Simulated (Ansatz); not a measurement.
```yaml
crystal:
  periodic: [false, false, false]
  atoms:
    - {symbol: C, position_ang: [-0.773770, 1.225956, -0.945211]}
    - {symbol: C, position_ang: [-0.169233, 0.120758, -1.436316]}
    - {symbol: C, position_ang: [-0.658390, -1.197768, -0.822208]}
    - {symbol: Al, position_ang: [-0.421019, -0.108547, 0.675527]}
    - {symbol: C, position_ang: [1.329786, 0.145213, 1.565624]}
    - {symbol: H, position_ang: [-0.369785, 2.099947, -1.379206]}
    - {symbol: H, position_ang: [-1.783307, 1.428683, -0.998495]}
    - {symbol: H, position_ang: [1.065460, 0.137216, -1.772045]}
    - {symbol: H, position_ang: [-1.693184, -1.456567, -1.133510]}
    - {symbol: H, position_ang: [-0.075449, -2.113078, -1.092144]}
    - {symbol: H, position_ang: [1.512002, 1.247297, 2.144594]}
    - {symbol: H, position_ang: [1.462002, 0.947297, 2.094594]}
    - {symbol: H, position_ang: [2.107627, -0.027880, 0.922337]}
    - {symbol: H, position_ang: [1.357859, -1.012636, 2.547096]}
basis:
  gaussian: {orbitals: aug-cc-pVDZ, fitting: {mean_field: def2-universal-jkfit}, final_grid: {core_spheres: 5, valence_spheres: 4, degree: 11}, nuclear_model: gaussian}
hamiltonian: {xc: {name: r2SCAN0}, dispersion: d3bjatm}
output: {forces: true}
```

```sh
$ ansatz run in.yaml --threads 4 --pin off --events-out ev --progress --plain --max-ram 10444MiB
```

It prints (some lines left out):

```
Functional definition: r2SCAN0
590 factors; integrals over basis functions are off by at most 4.1e-1 eV
mean field evaluation 1: about -10835.7389 eV, gradient 9.6e1 eV
mean field evaluation 2: about -10586.4847 eV, gradient 2.3e2 eV
mean field evaluation 4: about -10850.2425 eV, gradient 5.5e1 eV
mean field evaluation 8: about -10863.5981 eV, gradient 6.7e-1 eV
mean field evaluation 16: about -10863.4990 eV, gradient 2.2e-2 eV
mean field -10863.49898818 eV, -399.2262242713 hartree, gradient 7.0e-5 eV, S^2 0.000000; 0 other end points of the search recorded, 0 dependent functions left out
reference -10863.49902055 eV, -399.2262254609 hartree; 23, 23 occupied and 177, 177 virtual orbitals, 590 factors
Total energy: -10863.59517345 eV, -399.2297590150 hartree
Atom 0 at    -0.773770     1.225956    -0.945211 Å, force     0.774507     2.312009    -0.094574 eV/Å
Atom 1 at    -0.169233     0.120758    -1.436316 Å, force     3.975421    -4.728368    -1.141306 eV/Å
Atom 2 at    -0.658390    -1.197768    -0.822208 Å, force     0.689314    -1.639618    -3.572329 eV/Å
Atom 3 at    -0.421019    -0.108547     0.675527 Å, force    -2.299851     2.057452     2.265107 eV/Å
Atom 4 at     1.329786     0.145213     1.565624 Å, force    -2.386136   -10.880308    -0.697873 eV/Å
Atom 5 at    -0.369785     2.099947    -1.379206 Å, force     1.267009     1.551101     0.282019 eV/Å
Atom 6 at    -1.783307     1.428683    -0.998495 Å, force    -2.716738    -0.458261     0.329052 eV/Å
Atom 7 at     1.065460     0.137216    -1.772045 Å, force    -3.705713     0.082340     1.131051 eV/Å
Atom 8 at    -1.693184    -1.456567    -1.133510 Å, force     0.263855     0.380960     0.702921 eV/Å
Atom 9 at    -0.075449    -2.113078    -1.092144 Å, force    -0.036026     0.796499     0.240081 eV/Å
Atom 10 at     1.512002     1.247297     2.144594 Å, force    18.528203   108.134750    18.777476 eV/Å
Atom 11 at     1.462002     0.947297     2.094594 Å, force   -17.365560  -102.222884   -14.196084 eV/Å
Atom 12 at     2.107627    -0.027880     0.922337 Å, force     2.968400     0.406945    -1.372834 eV/Å
Atom 13 at     1.357859    -1.012636     2.547096 Å, force     0.043315     4.207383    -2.652706 eV/Å
Dipole moment:     1.143562     0.151300     0.497334 e Å
```

(1) Something in this input is off. What?

## Answers

(1) One atom was put on top of another. The run converged. The result belongs to that input, not to the molecule as meant.
